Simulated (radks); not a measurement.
Ho XXXVII, configuration [Ar] 3d10 4s2 4p1.

Method: Dirac Kohn-Sham, relativistic LDA (MacDonald-Vosko exchange, VWN5 correlation), spin-unpolarised, spherical densities, finite nucleus; open shells fill j = l - 1/2 first; Fermi nuclear charge, rms radius 5.2022 fm; computed with a radial shooting solver on a logarithmic mesh with Libxc functionals.

Energy parts (hartree):
total: -11835.5111
kinetic: 13044.1214
electron-nucleus: -27324.9961
Hartree: 2630.0246
exchange-correlation: -184.6610

Orbitals (lengths in bohr, moments of r in powers of bohr):
| orbital | occ. | eigenvalue (hartree) | <r> | <r^2> | <r^4> |
|---|---|---|---|---|---|
| 1s1/2 | 2 | -2079.732 | 0.02083 | 0.0005931 | 9.402e-07 |
| 2s1/2 | 2 | -394.1892 | 0.08771 | 0.009142 | 0.0001448 |
| 2p1/2 | 2 | -378.4907 | 0.07299 | 0.006593 | 0.00008852 |
| 2p3/2 | 4 | -347.2532 | 0.08009 | 0.007803 | 0.0001192 |
| 3s1/2 | 2 | -128.4157 | 0.2266 | 0.05873 | 0.005158 |
| 3p1/2 | 2 | -121.5771 | 0.2158 | 0.05407 | 0.004573 |
| 3p3/2 | 4 | -114.7979 | 0.2284 | 0.06035 | 0.005638 |
| 3d3/2 | 4 | -103.1798 | 0.2004 | 0.04696 | 0.003832 |
| 3d5/2 | 6 | -101.6672 | 0.2043 | 0.04867 | 0.004085 |
| 4s1/2 | 2 | -60.77568 | 0.4569 | 0.2347 | 0.07625 |
| 4p1/2 | 1 | -57.90573 | 0.4541 | 0.2335 | 0.07666 |
| 4p3/2 | 0 | -55.72783 | 0.4722 | 0.2521 | 0.08903 |

The highest occupied level is 4p1/2 at -1575.7 eV. Summed over all electrons, <r^2> = 1.714 bohr^2, which gives a Langevin (diamagnetic) susceptibility term of -1.36 x 10^-6 cm^3/mol. The density falls to 0.001 e/bohr^3 at r = 1.07 bohr. For comparison, the ionisation energy in NIST's Atomic Spectra Database is 1598 eV (theoretical). In exact Kohn-Sham theory the highest level is minus the ionisation energy, but local and semilocal functionals leave it too shallow, through self-interaction and a potential that decays too fast; potentials with the right tail come closer.

Beside tabulated values, note that spin-unpolarised runs miss the spin-polarisation part of the exchange energy of open shells.
